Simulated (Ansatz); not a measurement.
Consider the formal exchange of groups at the Si–N bond: `[SiH3]N[SiH2]Br` + `C=O` → `O=C[SiH2]Br` + `N[SiH3]`.

Gas-phase electronic energies from Ansatz, PBE0-D4/def2-TZVP geometries. CBS: MP2 limit from def2 TZ/QZ plus the TZ coupled-cluster correction, frozen cores. This one scheme is used for every species. Functionals use def2-TZVPP. B3LYP here is the variant with VWN-RPA as its local correlation; programs differ in this. HSE06 is defined as in plane-wave codes. For Br outer-core shells are correlated without core-valence functions, which leaves a few kJ/mol of doubt a bond. Scalar relativity is left out up to krypton. One conformer a species, not always the lowest.

```tsv
level	ΔE (kJ/mol)	difference from CCSD(T)/CBS
LDA (SPW92)	78.4	-13.2
PBE-D4	77.7	-13.9
revPBE-D4	79.2	-12.4
BLYP-D4	83.3	-8.3
r2SCAN-D4	85.6	-6.0
B97M-V	88.0	-3.6
PBE0-D4	85.3	-6.3
B3LYP-D4	88.8	-2.8
r2SCANh-D4	87.7	-3.9
r2SCAN0-D4	90.6	-1.0
HSE06-D4	85.1	-6.5
BHLYP-D4	97.3	5.7
ωB97X-V	88.4	-3.2
ωB97M-V	89.3	-2.3
B2PLYP	88.4	-3.2
PBE-QIDH	91.7	0.1
PBE	73.6	-18.0
revPBE	71.3	-20.3
BLYP	75.4	-16.2
r2SCAN	84.4	-7.2
PBE0	81.5	-10.1
B3LYP	82.2	-9.4
r2SCAN0	89.1	-2.5
HSE06	81.5	-10.1
BHLYP	91.0	-0.6
LC-ωPBE	85.4	-6.2
RPA@PBE/def2-TZVPP	91.4	-0.2
HF/def2-SVP	98.5	6.9
CCSD/def2-SVP	94.2	2.6
CCSD(T)/def2-SVP	93.0	1.4
HF/def2-TZVPP	98.5	6.9
MP2/def2-TZVPP	97.0	5.4
SCS-MP2/def2-TZVPP	96.0	4.4
CCSD/def2-TZVPP	93.7	2.1
CCSD(T)/def2-TZVPP	92.5	0.9
MP2/def2-QZVPP	96.7	5.1
SCS-MP2/def2-QZVPP	95.6	4.0
HF/CBS(def2)	99.2	7.6
MP2/CBS(def2)	96.1	4.5
CCSD/CBS(def2)	92.8	1.2
CCSD(T)/CBS	91.6	0
```

Largest T1 diagnostic among the species: 0.015.

From r2SCAN to r2SCAN0 (25 % exact exchange), in def2-TZVPP and without D4, ΔE moves by +4.7 kJ/mol. The D4 term adds +6.5 kJ/mol with B3LYP and +3.7 kJ/mol with PBE0; it sums over pairs of atoms, weighted by their polarisabilities, and B3LYP, whose exchange is more repulsive, gets the larger term. Leaving LDA and LC-ωPBE aside and taking each functional with its dispersion term where it has one, the values spread over 19.7 kJ/mol, from PBE-D4 to BHLYP-D4. LDA lies +4.8 kJ/mol from PBE without D4.
